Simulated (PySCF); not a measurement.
Si(H)(Cl)3 anion (Cl₃HSi), SMILES Cl[SiH](Cl)Cl (connectivity only; charge and spin as stated), charge -1, multiplicity 2.

Geometry optimised at r2SCAN-D4/def2-SVPD. The spin state was assumed, not searched. The isomer is the one that the SMILES or the coordinates give; other isomers of the formula were not compared.

These are SMD-M06-2X/def2-SVPD in PySCF values and carry that method's errors.

Solvation free energies are E(SMD) − E(gas) at the gas-phase geometry, for 1 M in both phases.

```tsv
solvent	ΔG(solv) (kcal/mol)	its non-electrostatic (CDS) part
water	-43.6	1.7
2-propanol	-46.4	-2.9
ethanol	-46.8	-2.8
```
